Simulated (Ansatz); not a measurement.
`C[NH][Ti]([F])([F])[F]` + `NCS` → `[F][Ti]([F])([F])[SH]` + `CNCN`  (formal exchange of groups at a Ti–N bond)

Computed with Ansatz on PBE0-D4/def2-TZVP structures; ΔE is electronic, products minus reactants. CBS: MP2 limit from def2 TZ/QZ plus the TZ coupled-cluster correction, frozen cores. DFT in def2-TZVPP. B3LYP here is the variant with VWN-RPA as its local correlation; programs differ in this. HSE06 is defined as in plane-wave codes. For Ti outer-core shells are correlated without core-valence functions, which leaves a few kJ/mol of doubt a bond. Scalar relativity is left out up to krypton. Each species was taken in one conformer, which may not be the lowest.

```csv
level,ΔE (eV)
B3LYP-D4,-0.11
HSE06-D4,-0.16
PBE0,-0.16
B3LYP,-0.11
LC-ωPBE,-0.10
RPA@PBE/def2-TZVPP,-0.14
CCSD/def2-SVP,-0.10
MP2/CBS(def2),-0.04
```

Task: What does CCSD(T)/CBS give? (Best estimate.)

Result: The calculation gave: -0.06 eV. The listed levels differ from it by -0.05, -0.10, -0.10, -0.05, -0.04, -0.08, -0.04, 0.02 eV.

Largest T1 diagnostic among the species: 0.025, so the coupled-cluster value is less sure than usual.

Leaving LDA and LC-ωPBE aside and taking each functional with its dispersion term where it has one, the values, not all of them listed here, spread over 0.13 eV, from B97M-V to CAM-B3LYP-D4. LDA lies −0.06 eV from PBE without D4. At CCSD(T), def2-SVP lies −0.10 eV from the extrapolated value and def2-TZVPP −0.06 eV.

CCSD(T)/CBS has its own doubt, a few kJ/mol and more with outer-core shells, so smaller differences from it don't rank the levels.
